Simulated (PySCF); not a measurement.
C2H7AlO, singlet, at a GFN2-xTB geometry (such geometries of metal compounds can be far from the true shape); PySCF with HF/STO-3G.

The PySCF input:
```python
from pyscf import gto, scf

mol = gto.Mole()
mol.atom = '''
    Al    0.043679   -0.010718    0.029488
    C    -1.447521   -1.341956    0.047402
    H    -1.118745   -2.314560   -0.328485
    H    -2.301928   -1.034421   -0.557003
    H    -1.813852   -1.515963    1.062702
    C     0.014488    1.693605   -1.014839
    H     0.858129    1.750486   -1.707909
    H     0.099546    2.564659   -0.359573
    H    -0.896184    1.819201   -1.602035
    O     1.381678   -0.339048    0.932768
    H     2.149974   -0.527579    1.451443
'''
mol.basis = 'sto-3g'
mol.charge = 0
mol.spin = 0
mol.verbose = 4
mol.build()

mf = scf.RHF(mol)
mf.kernel()
```

The log (banner, timings and long lists left out):

```
PySCF version 2.14.0

[INPUT] verbose = 4
[INPUT] num. atoms = 11
[INPUT] num. electrons = 40
[INPUT] charge = 0
[INPUT] spin (= nelec alpha-beta = 2S) = 0
[INPUT] symmetry False subgroup None
[INPUT] Mole.unit = angstrom
[INPUT] Symbol           X                Y                Z      unit          X                Y                Z       unit  Magmom
[INPUT]  1 Al     0.043679000000  -0.010718000000   0.029488000000 AA    0.082541347395  -0.020254084603   0.055724243961 Bohr   0.0
[INPUT]  2 C     -1.447521000000  -1.341956000000   0.047402000000 AA   -2.735418249557  -2.535929311217   0.089576797757 Bohr   0.0
[INPUT]  3 H     -1.118745000000  -2.314560000000  -0.328485000000 AA   -2.114121653227  -4.373884498873  -0.620746686028 Bohr   0.0
[INPUT]  4 H     -2.301928000000  -1.034421000000  -0.557003000000 AA   -4.350013478468  -1.954772387499  -1.052583120561 Bohr   0.0
[INPUT]  5 H     -1.813852000000  -1.515963000000   1.062702000000 AA   -3.427683510495  -2.864754884974   2.008215732028 Bohr   0.0
[INPUT]  6 C      0.014488000000   1.693605000000  -1.014839000000 AA    0.027378352093   3.200449613194  -1.917767770527 Bohr   0.0
[INPUT]  7 H      0.858129000000   1.750486000000  -1.707909000000 AA    1.621628789547   3.307939124885  -3.227480255680 Bohr   0.0
[INPUT]  8 H      0.099546000000   2.564659000000  -0.359573000000 AA    0.188114676796   4.846503112901  -0.679494491788 Bohr   0.0
[INPUT]  9 H     -0.896184000000   1.819201000000  -1.602035000000 AA   -1.693542317217   3.437791655535  -3.027407391968 Bohr   0.0
[INPUT] 10 O      1.381678000000  -0.339048000000   0.932768000000 AA    2.610993012337  -0.640707863082   1.762676057758 Bohr   0.0
[INPUT] 11 H      2.149974000000  -0.527579000000   1.451443000000 AA    4.062862034936  -0.996979819072   2.742829755417 Bohr   0.0

nuclear repulsion = 153.740102733776
number of shells = 21
number of NR pGTOs = 93
number of NR cGTOs = 31
basis = sto-3g
ecp = {}

******** <class 'pyscf.scf.hf.RHF'> ********
method = RHF
initial guess = minao
damping factor = 0
level_shift factor = 0
DIIS = <class 'pyscf.scf.diis.CDIIS'>
diis_start_cycle = 1
diis_space = 8
diis_damp = 0
SCF conv_tol = 1e-09
SCF conv_tol_grad = None
SCF max_cycles = 50
direct_scf = True
direct_scf_tol = 1e-13
Set gradient conv threshold to 3.16228e-05
Initial guess from minao.
init E= -391.656297476938
  HOMO = -0.26955809612882  LUMO = 0.153929831497901  gap/eV = 11.52369
cycle= 1 E= -391.689465966624  delta_E= -0.0332  |g|= 0.49  |ddm|= 3.65
  HOMO = -0.134974472041294  LUMO = 0.389409425125323  gap/eV = 14.26921
cycle= 2 E= -391.777820637928  delta_E= -0.0884  |g|= 0.109  |ddm|= 0.86
  HOMO = -0.271076924971328  LUMO = 0.372540859076583  gap/eV = 17.51373
cycle= 3 E= -391.782450246333  delta_E= -0.00463  |g|= 0.0223  |ddm|= 0.183
  HOMO = -0.275907064747187  LUMO = 0.363115764160622  gap/eV = 17.38870
cycle= 4 E= -391.782713824257  delta_E= -0.000264  |g|= 0.00256  |ddm|= 0.0515
  HOMO = -0.275051976781406  LUMO = 0.363984923619429  gap/eV = 17.38908
cycle= 5 E= -391.782717249213  delta_E= -3.42e-06  |g|= 0.000432  |ddm|= 0.00617
  HOMO = -0.275016577926974  LUMO = 0.364162967749249  gap/eV = 17.39296
cycle= 6 E= -391.782717340926  delta_E= -9.17e-08  |g|= 0.000109  |ddm|= 0.000837
  HOMO = -0.275030143790267  LUMO = 0.364153538070428  gap/eV = 17.39307
cycle= 7 E= -391.78271734805  delta_E= -7.12e-09  |g|= 2e-05  |ddm|= 0.000256
  HOMO = -0.275033651287316  LUMO = 0.364147823050741  gap/eV = 17.39301
cycle= 8 E= -391.782717348338  delta_E= -2.88e-10  |g|= 3.08e-06  |ddm|= 5.61e-05
  HOMO = -0.275032985136856  LUMO = 0.364147840659022  gap/eV = 17.39300
Extra cycle  E= -391.782717348345  delta_E= -7.05e-12  |g|= 1.25e-06  |ddm|= 6.54e-06
converged SCF energy = -391.782717348345
```
